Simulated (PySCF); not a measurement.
Coordinates in bohr (charge 0 multiplicity 2):
```
As    0.0000    0.0000   -0.7761
S     3.4701    0.0000    0.9094
S    -3.4701    0.0000    0.9094
```

Computed with UPBE0 in PySCF with As def2-TZVP, S def2-TZVP; no relativity; density-fitted integrals.

This geometry of AsS₂ is a stationary point at this level.

What is the point group?

C2v.

Is it a minimum?

Yes: all harmonic wavenumbers are real.

Which band is strongest in the infrared?

534 cm⁻¹ (b2), 38 km/mol.

Give the ideal-gas entropy at 298.15 K and 1 bar by parts.

translation 170.4, rotation 101.7, vibration 15.6, spin 5.8; total 293.4 J/(mol K).

Only a few start shapes were tried, so a lower isomer may exist.
